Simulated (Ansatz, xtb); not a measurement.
Breaking the Sn1–H2 bond in CH4OSn (SMILES C[O][SnH]) (multiplicity 1 held, fragments rigid). Energies count from the point at 1.803 Å.
Geometry at that point (charge 0, multiplicity 1):
```xyz
7

Sn    -0.2559    -0.3540     0.4797
H     -1.2954    -0.7768    -0.9320
O      0.8827     0.8922    -0.5659
C      0.7858     1.2266    -1.9346
H      0.6295     2.3050    -2.0404
H      1.7204     0.9698    -2.4438
H     -0.0383     0.7038    -2.4332
```

Restricted levels (R-, RO-) in cc, def2 and unpolarised 6-31G sets keep to the state of the molecule at rest. U- levels take the lowest unrestricted solution at each point, which mixes spins at long bonds. Active spaces are followed from a long bond inwards. Levels need not reach the same state.

Correlated levels freeze the cores. Filled d and f shells under p-block atoms count as core.

Run with Ansatz (a quantum-chemistry and plane-wave program) with Gaussian orbitals; xtb for the GFN methods. Values without a source in brackets are computed. In def2 rows elements past Kr take small-core potentials, without spin–orbit coupling. The GFN methods have no spin term and hold the electronic entropy of 300 K.

Energies in kcal/mol.

| R (Å) | GFN2-xTB | R-HF/def2-SVP | U-HF/def2-SVP | FIC-MRCISD on CASSCF(2,2)/def2-SVP | FIC-MRCISD+Q on CASSCF(2,2)/def2-SVP |
|---|---|---|---|---|---|
| 1.443 | 25.2 | 24.7 | 24.7 | 26.2 | 26.0 |
| 1.623 | 5.4 | 4.2 | 4.2 | 5.0 | 5.0 |
| 1.803 | 0.0 | 0.0 | 0.0 | 0.0 | 0.0 |
| 1.984 | 0.3 | 4.1 | 4.1 | 2.9 | 3.0 |
| 2.164 | 3.2 | 12.1 | 12.1 | 9.5 | 9.6 |
| 2.435 | 10.7 | 26.8 | 26.5 | 21.4 | 21.7 |
| 2.705 | 19.3 | 42.0 | 35.8 | 32.9 | 33.2 |
| 3.156 | 33.4 | 64.9 | 42.5 | 47.6 | 47.9 |
| 3.607 | 48.7 | 83.9 | 44.7 | 56.0 | 56.4 |
| 4.148 | 68.0 | 102.2 | 45.5 | 60.2 | 60.7 |
| 4.869 | 87.3 | 120.3 | 45.7 | 61.6 | 62.2 |
| 5.771 | 91.8 | 134.5 | 45.8 | 61.9 | 62.5 |

Doubts at one or more of the structures used: a restricted determinant that unrestricted orbitals would lower (R-HF/def2-SVP); a spin-contaminated determinant (U-HF/def2-SVP).
